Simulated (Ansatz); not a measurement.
CH₅FO₂Si₂, SMILES F[Si@H]1OC[SiH2]O1.

The structure is a stationary point at B3LYP-D3(BJ)/def2-SVP. The structure was generated by enumeration; whether it is a known compound was not checked. The values are those of a single conformer.

Two levels are set side by side: PBE/def2-SVPD (Ansatz, a first-principles code) and PBE0/def2-SVPD (Ansatz). Energy differences of separate SCF runs at the same geometry; the states with an electron removed or added have multiplicity 2 and 2. Differences are taken from unrounded values.

```csv
quantity,PBE
vertical ionisation energy (eV),10.18
vertical singlet–triplet gap (eV),5.90
```

Problem. These are the PBE values. What does PBE0 give? (Estimate from the structure and the level; the computed values follow.)

Solution. 
```
quantity                            PBE0  PBE minus PBE0
---------------------------------  -----  --------------
vertical ionisation energy (eV)    10.66           -0.49
vertical singlet–triplet gap (eV)   6.42           -0.51
```
